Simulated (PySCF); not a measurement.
C6H10F2O.
SMILES: `F[C@@H]1CCOC[C@@H](F)C1`

The closed-shell ground state was solved at several levels (PySCF, density fitting, gas phase, non-relativistic). Isolated species at its PBE0-D3(BJ)/def2-SVP geometry (one conformer only).

| level | basis functions | HOMO (eV) | LUMO (eV) | gap (eV) | dipole (D) |
| --- | --- | --- | --- | --- | --- |
| CAM-B3LYP/def2-SVPD | 269 | -9.19 | 1.16 | 10.35 | 1.61 |
| PBE0/pcSseg-1 | 203 | -7.63 | 1.16 | 8.79 | 1.52 |

Task: What might PBE/pcSseg-1 (203 basis functions) give for the same quantities?

Result: HOMO -6.02 eV, LUMO 0.29 eV, gap 6.31 eV, dipole 1.40 D.

Task: Over all these levels, which gives the widest orbital gap and which the narrowest?

Result: CAM-B3LYP/def2-SVPD (range-separated hybrid) has the widest, 10.35 eV, and PBE/pcSseg-1 (GGA) the narrowest, 6.31 eV. Functional and basis both differ between the two, so the spread mixes both effects.

Task: How far do the dipole and the HOMO energy spread over the levels?

Result: The dipole runs from 1.40 to 1.61 D (mean 1.51 D) and the HOMO from -9.19 to -6.02 eV.
